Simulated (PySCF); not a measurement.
PySCF input file for C₇H₇, SMILES [C]1=CC2C=CC1C2, multiplicity 2, ωB97X-D3(BJ)/def2-SVP. 

```python
import numpy as np
from pyscf import gto, scf, dft
from pyscf.geomopt import geometric_solver

mol = gto.M(
    atom='''
    C     1.09796921   -0.69942891    0.73406723
    C     1.46167647   -0.17234080   -0.40694999
    C     0.25534794    0.70719868   -0.82410236
    C    -0.87408478   -0.26575106   -1.11297726
    C    -1.19758800   -0.84993841    0.03262872
    C    -0.29586040   -0.26532931    1.10940158
    C    -0.18822960    1.18143744    0.57581319
    H     2.34873558   -0.28323169   -0.99446680
    H     0.46917341    1.45790525   -1.57972034
    H    -1.27199241   -0.43878176   -2.09460089
    H    -1.91953949   -1.62140522    0.21872614
    H    -0.60335653   -0.41348391    2.13915194
    H     0.56505157    1.77618875    1.09076514
    H    -1.14345739    1.70772301    0.57285795
    ''',
    basis='def2-SVP',
    charge=0,
    spin=1,
    max_memory=1600,
    verbose=3,
)
mf = dft.UKS(mol, xc='wb97x-d3bj').density_fit(auxbasis='def2-universal-jkfit')
mf.grids.level = 3
mf.conv_tol = 1e-9
mf.max_cycle = 100
mf.kernel()
fine, coarse = mf.grids, dft.Grids(mol).set(level=1).build(with_non0tab=True)
for _ in range(3):  # follow internal instabilities
    mf.grids = coarse
    mo, _, stable, _ = mf.stability(return_status=True, nroots=4)
    mf.grids = fine
    if stable:
        break
    mf.kernel(mf.make_rdm1(mo, mf.mo_occ))
grad = mf.nuc_grad_method()
grad.grid_response = mol.nao <= 150
conv, mol_eq = geometric_solver.kernel(grad, convergence_set='GAU_TIGHT', maxsteps=100)
print(mol_eq.tostring(format='xyz'))
mf.reset(mol_eq)
mf.kernel()
```

It prints:

```

WARN: HOMO -0.196587887368792 >= LUMO -0.196587887368792

converged SCF energy = -270.736926112669  <S^2> = 0.76329039  2S+1 = 2.0132465
<class 'pyscf.df.df_jk.DFUKS'> wavefunction is stable in the internal stability analysis
[banner and settings of the optimiser left out]
Geometry optimization cycle 1
Cartesian coordinates (Angstrom)
 Atom        New coordinates             dX        dY        dZ
   C   1.097969  -0.699429   0.734067    0.000000  0.000000  0.000000
   C   1.461676  -0.172341  -0.406950   -0.000000  0.000000  0.000000
   C   0.255348   0.707199  -0.824102    0.000000  0.000000  0.000000
   C  -0.874085  -0.265751  -1.112977    0.000000  0.000000  0.000000
   C  -1.197588  -0.849938   0.032629    0.000000  0.000000  0.000000
   C  -0.295860  -0.265329   1.109402    0.000000  0.000000  0.000000
   C  -0.188230   1.181437   0.575813    0.000000 -0.000000  0.000000
   H   2.348736  -0.283232  -0.994467    0.000000  0.000000  0.000000
   H   0.469173   1.457905  -1.579720    0.000000  0.000000  0.000000
   H  -1.271992  -0.438782  -2.094601    0.000000  0.000000  0.000000
   H  -1.919539  -1.621405   0.218726    0.000000  0.000000  0.000000
   H  -0.603357  -0.413484   2.139152    0.000000  0.000000  0.000000
   H   0.565052   1.776189   1.090765    0.000000  0.000000  0.000000
   H  -1.143457   1.707723   0.572858    0.000000  0.000000  0.000000

WARN: Mole.unit (angstrom) is changed to Bohr

converged SCF energy = -270.73692611271  <S^2> = 0.76328909  2S+1 = 2.0132452
--------------- DFUKS_Scanner gradients ---------------
         x                y                z
0 C    -0.0070625644     0.0094862585    -0.0156761502
1 C    -0.0039283366    -0.0120759782     0.0093629195
2 C    -0.0064329683     0.0030898669    -0.0041014830
3 C     0.0041146806    -0.0036842195     0.0040066140
4 C     0.0060840468    -0.0007684658    -0.0028280059
5 C     0.0015417848     0.0006790736    -0.0036701482
6 C     0.0002280694    -0.0030985848    -0.0003475315
7 H    -0.0133408028     0.0037499420     0.0079441452
8 H    -0.0007733429    -0.0059417642     0.0056870702
9 H     0.0060987186     0.0041527077     0.0116948345
10 H     0.0094921543     0.0101551530    -0.0004012005
11 H     0.0027164550     0.0007507259    -0.0083859726
12 H    -0.0057714384    -0.0037539411    -0.0035219481
13 H     0.0070335227    -0.0027407701     0.0002368505
----------------------------------------------
cycle 1: E = -270.736926113  dE = -270.737  norm(grad) = 0.0415167
Step    0 : Gradient = 1.110e-02/1.964e-02 (rms/max) Energy = -270.7369261127
Hessian Eigenvalues: 2.35000e-02 2.38758e-02 2.41236e-02 ... 3.72627e-01 5.42458e-01 5.90869e-01

Geometry optimization cycle 2
Cartesian coordinates (Angstrom)
 Atom        New coordinates             dX        dY        dZ
   C   1.128254  -0.692052   0.743195    0.030285  0.007376  0.009128
   C   1.509648  -0.154799  -0.407437    0.047972  0.017541 -0.000487
   C   0.266609   0.700576  -0.826461    0.011261 -0.006622 -0.002359
   C  -0.897679  -0.270471  -1.121419   -0.023594 -0.004720 -0.008442
   C  -1.233801  -0.853871   0.033757   -0.036213 -0.003932  0.001128
   C  -0.296099  -0.273856   1.117062   -0.000238 -0.008526  0.007660
   C  -0.186398   1.185479   0.581023    0.001831  0.004042  0.005210
   H   2.418334  -0.274978  -1.001360    0.069599  0.008254 -0.006893
   H   0.472189   1.462353  -1.591072    0.003016  0.004448 -0.011351
   H  -1.312520  -0.453410  -2.115760   -0.040527 -0.014628 -0.021159
   H  -1.977959  -1.633585   0.212752   -0.058419 -0.012180 -0.005974
   H  -0.605955  -0.418841   2.160453   -0.002599 -0.005358  0.021301
   H   0.574592   1.787852   1.100606    0.009540  0.011663  0.009841
   H  -1.155366   1.710364   0.575256   -0.011909  0.002641  0.002398
converged SCF energy = -270.740017259649  <S^2> = 0.76414905  2S+1 = 2.0140993
--------------- DFUKS_Scanner gradients ---------------
         x                y                z
0 C    -0.0005223493     0.0018298386    -0.0005652961
1 C     0.0059072138    -0.0023384930     0.0005115526
2 C    -0.0022766160     0.0011057329     0.0000590655
3 C    -0.0011344260    -0.0006309424     0.0003555441
4 C    -0.0031369266    -0.0012319413    -0.0005970260
5 C     0.0002052309     0.0005368927    -0.0000231244
6 C     0.0004942155    -0.0004086246     0.0008623512
7 H     0.0009669143     0.0006699019    -0.0013389502
8 H     0.0010044998    -0.0003681002    -0.0000193843
9 H    -0.0000835604     0.0002976256    -0.0008848043
10 H    -0.0004395384    -0.0008156243     0.0005785556
11 H    -0.0007889321    -0.0000055268     0.0003086820
12 H     0.0000877446     0.0008032756     0.0002076619
13 H    -0.0002834549     0.0005559781     0.0005451883
----------------------------------------------
cycle 2: E = -270.74001726  dE = -0.00309115  norm(grad) = 0.0086302
[...]
   C  -0.843524  -0.317688  -1.135937   -0.000856  0.000450  0.000398
   C  -1.223148  -0.852046   0.028511   -0.000136  0.000207  0.000538
   C  -0.342184  -0.222779   1.126368    0.000758 -0.000229  0.000115
   C  -0.216043   1.211876   0.528631    0.000613 -0.000103  0.000315
   H   2.443401  -0.322659  -0.872180   -0.000652 -0.000049 -0.001843
   H   0.527718   1.404836  -1.620680   -0.000511  0.000188 -0.000078
   H  -1.217187  -0.553678  -2.134099   -0.001815  0.000757  0.000680
   H  -1.972550  -1.626318   0.201738   -0.000097  0.000224  0.000776
   H  -0.693227  -0.322569   2.161097    0.001253 -0.000445  0.000265
   H   0.519439   1.838370   1.054609    0.001120 -0.000329 -0.000127
   H  -1.186455   1.726654   0.453487    0.000611  0.000033  0.001199
converged SCF energy = -270.74020083551  <S^2> = 0.76432476  2S+1 = 2.0142738
--------------- DFUKS_Scanner gradients ---------------
         x                y                z
0 C     0.0000047321    -0.0000016617    -0.0000043439
1 C     0.0000062605    -0.0000119727     0.0000065183
2 C    -0.0000219806     0.0000019036    -0.0000036746
3 C     0.0000094402     0.0000051460    -0.0000010727
4 C    -0.0000078987    -0.0000019587     0.0000048192
5 C     0.0000086006     0.0000051422     0.0000096044
6 C     0.0000060367     0.0000033918    -0.0000104876
7 H    -0.0000041382     0.0000050221    -0.0000016706
8 H     0.0000103194    -0.0000020087    -0.0000001293
9 H    -0.0000063834    -0.0000016178     0.0000027355
10 H     0.0000012201    -0.0000002718    -0.0000011390
11 H    -0.0000059340    -0.0000011538    -0.0000003353
12 H     0.0000018316     0.0000012624    -0.0000024477
13 H    -0.0000021270    -0.0000012134     0.0000016494
----------------------------------------------
cycle 20: E = -270.740200836  dE = 1.2022e-08  norm(grad) = 3.98976e-05
Step   19 : Displace = 1.545e-04/3.277e-04 (rms/max) Trust = 1.760e-04 (+) Grad = 1.020e-05/2.218e-05 (rms/max) E (change) = -270.7402008355 (+1.202e-08) Quality = -0.635
Hessian Eigenvalues: 7.01047e-04 1.19040e-02 1.24150e-02 ... 4.06653e-01 5.49970e-01 5.85087e-01

Geometry optimization cycle 21
Cartesian coordinates (Angstrom)
 Atom        New coordinates             dX        dY        dZ
   C   1.094317  -0.653336   0.831541   -0.000163  0.000175  0.000334
   C   1.512872  -0.161177  -0.326532    0.000089  0.000106  0.000388
   C   0.300897   0.671274  -0.834836    0.000170 -0.000032  0.000053
   C  -0.843225  -0.317843  -1.136080    0.000300 -0.000155 -0.000143
   C  -1.223101  -0.852117   0.028320    0.000047 -0.000071 -0.000192
   C  -0.342449  -0.222700   1.126325   -0.000265  0.000079 -0.000042
   C  -0.216259   1.211911   0.528525   -0.000216  0.000035 -0.000106
   H   2.443634  -0.322637  -0.871532    0.000233  0.000021  0.000648
   H   0.527891   1.404782  -1.620644    0.000173 -0.000054  0.000036
   H  -1.216542  -0.553943  -2.134345    0.000645 -0.000265 -0.000245
   H  -1.972514  -1.626401   0.201458    0.000036 -0.000083 -0.000280
   H  -0.693664  -0.322421   2.161001   -0.000436  0.000148 -0.000096
   H   0.519043   1.838481   1.054662   -0.000396  0.000111  0.000054
   H  -1.186671   1.726640   0.453074   -0.000215 -0.000014 -0.000413
converged SCF energy = -270.740200847012  <S^2> = 0.76432478  2S+1 = 2.0142738
--------------- DFUKS_Scanner gradients ---------------
         x                y                z
0 C    -0.0000001158     0.0000005132    -0.0000001985
1 C     0.0000009341    -0.0000042643    -0.0000022212
2 C    -0.0000015139    -0.0000030556    -0.0000012916
3 C    -0.0000015492    -0.0000015575     0.0000009293
4 C    -0.0000010174     0.0000022271     0.0000037691
5 C     0.0000014398     0.0000036598     0.0000003888
6 C     0.0000022462     0.0000022788    -0.0000031465
7 H    -0.0000004683     0.0000006264     0.0000003473
8 H     0.0000001767    -0.0000012257    -0.0000003224
9 H    -0.0000004851    -0.0000003144     0.0000006140
10 H    -0.0000006183     0.0000000895     0.0000009262
11 H     0.0000002549     0.0000005045     0.0000007382
12 H     0.0000004251     0.0000000117    -0.0000003754
13 H     0.0000002938     0.0000005105    -0.0000001527
----------------------------------------------
cycle 21: E = -270.740200847  dE = -1.15024e-08  norm(grad) = 1.02536e-05
Step   20 : Displace = 5.674e-05/1.215e-04 (rms/max) Trust = 7.725e-05 (-) Grad = 9.722e-07/2.044e-06 (rms/max) E (change) = -270.7402008470 (-1.150e-08) Quality = 2.968
Hessian Eigenvalues: 6.97813e-04 1.14341e-02 1.25975e-02 ... 4.06832e-01 5.49841e-01 5.85056e-01

Geometry optimization cycle 22
Cartesian coordinates (Angstrom)
 Atom        New coordinates             dX        dY        dZ
   C   1.094310  -0.653321   0.831565   -0.000007  0.000015  0.000024
   C   1.512873  -0.161174  -0.326511    0.000001  0.000002  0.000021
   C   0.300907   0.671274  -0.834836    0.000010 -0.000001  0.000001
   C  -0.843209  -0.317851  -1.136084    0.000015 -0.000008 -0.000004
   C  -1.223095  -0.852120   0.028315    0.000006 -0.000003 -0.000005
   C  -0.342461  -0.222689   1.126328   -0.000012  0.000011  0.000002
   C  -0.216269   1.211916   0.528516   -0.000009  0.000005 -0.000009
   H   2.443631  -0.322665  -0.871510   -0.000002 -0.000028  0.000021
   H   0.527903   1.404782  -1.620643    0.000012  0.000000  0.000001
   H  -1.216507  -0.553963  -2.134353    0.000035 -0.000020 -0.000009
   H  -1.972505  -1.626407   0.201449    0.000009 -0.000006 -0.000009
   H  -0.693689  -0.322403   2.160998   -0.000025  0.000018 -0.000002
   H   0.519022   1.838496   1.054657   -0.000020  0.000015 -0.000005
   H  -1.186682   1.726639   0.453046   -0.000011 -0.000001 -0.000027
converged SCF energy = -270.740200847199  <S^2> = 0.76432464  2S+1 = 2.0142737
--------------- DFUKS_Scanner gradients ---------------
         x                y                z
0 C    -0.0000001187     0.0000006562     0.0000004993
1 C    -0.0000012756    -0.0000032598    -0.0000010849
2 C     0.0000002590    -0.0000025114    -0.0000022166
3 C    -0.0000026282    -0.0000017930     0.0000032540
4 C    -0.0000011313     0.0000009121     0.0000037116
5 C     0.0000008587     0.0000034401     0.0000012169
6 C     0.0000022905     0.0000013223    -0.0000026865
7 H     0.0000004287    -0.0000006009    -0.0000006541
8 H    -0.0000000709     0.0000000096    -0.0000009436
9 H    -0.0000004224    -0.0000004282    -0.0000004350
10 H     0.0000003295     0.0000010969     0.0000006610
11 H     0.0000006736     0.0000005246    -0.0000004848
12 H     0.0000004019     0.0000002439    -0.0000004877
13 H     0.0000004141     0.0000003981    -0.0000003484
----------------------------------------------
cycle 22: E = -270.740200847  dE = -1.86162e-10  norm(grad) = 9.81417e-06
Step   21 : Displace = 1.044e-05/3.123e-05 (rms/max) Trust = 1.092e-04 (+) Grad = 7.406e-07/1.338e-06 (rms/max) E (change) = -270.7402008472 (-1.862e-10) Quality = 3.237
Hessian Eigenvalues: 6.97813e-04 1.14341e-02 1.25975e-02 ... 4.06832e-01 5.49841e-01 5.85056e-01
Converged! =D

14
XYZ from PySCF
C           1.09431000       -0.65332070        0.83156479
C           1.51287330       -0.16117436       -0.32651147
C           0.30090732        0.67127378       -0.83483552
C          -0.84320917       -0.31785106       -1.13608353
C          -1.22309527       -0.85212000        0.02831474
C          -0.34246131       -0.22268941        1.12632781
C          -0.21626853        1.21191593        0.52851625
H           2.44363134       -0.32266535       -0.87151045
H           0.52790329        1.40478231       -1.62064323
H          -1.21650712       -0.55396308       -2.13435313
H          -1.97250520       -1.62640727        0.20144890
H          -0.69368918       -0.32240350        2.16099839
H           0.51902240        1.83849597        1.05465732
H          -1.18668161        1.72663900        0.45304636
converged SCF energy = -270.740200846902  <S^2> = 0.76431092  2S+1 = 2.0142601
```

The run converged.
